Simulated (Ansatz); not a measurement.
`CO[SiH](C)N`, charge 0, multiplicity 1.

(1) Give a relaxed structure at PBE0-D4/def2-TZVP (Ansatz). (Best estimate.)

Results:

(1) Ansatz gave: 
Cartesian coordinates in Å:
```
C -0.464 -2.116 -0.142
O 0.500 -1.108 -0.309
Si 0.375 0.373 0.413
C -1.009 1.352 -0.354
N 1.827 1.257 0.264
H -0.057 -3.055 -0.523
H -1.384 -1.892 -0.697
H -0.727 -2.259 0.914
H 0.126 0.126 1.862
H -0.797 1.571 -1.405
H -1.950 0.797 -0.317
H -1.154 2.299 0.170
H 2.662 0.940 0.729
H 2.052 1.716 -0.604
```
This is one stationary point; other conformers may exist.
